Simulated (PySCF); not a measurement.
# Molybdenum: a sound run and one with changed settings

Sound run: Mo⁺ [Kr] 4d5, Mo²⁺ [Kr] 4d4. All numbers are calculated (PySCF 2.14, a scalar-relativistic core potential, in def2-SVP with the def2 core potential (28 electrons)). The sound run starts from symmetry-adapted Hartree-Fock orbitals and uses a fine grid where one is needed.

A second run was set up differently.

| species | method | sound run (hartree) | changed run (hartree) | converged |
| --- | --- | --- | --- | --- |
| Mo⁺ | UHF | -67.31381 | -67.31381 | yes |
| Mo⁺ | BP86 | -67.88135 | -67.88135 | yes |
| Mo⁺ | PBE | -67.82415 | -67.82415 | yes |
| Mo²⁺ | UHF | -66.75994 | -66.75994 | yes |
| Mo²⁺ | BP86 | -67.27720 | -67.29602 | yes |
| Mo²⁺ | PBE | -67.22172 | -67.24122 | yes |

Ionisation energy of Mo⁺:

```
method  sound run (eV)  changed run (eV)
   UHF          15.072            15.072
  BP86          16.440            15.928
   PBE          16.393            15.862
```

Question: What was changed?
A. a valence shell is frozen
B. angular grid far too coarse
C. all electrons correlated in a valence basis
D. too few SCF iterations

Answer: B. It used 14 angular points. A coarse angular grid integrates products of high-l functions wrongly, so density functionals can shift, and the SCF can exploit the error; Hartree-Fock and MP2 need no grid.
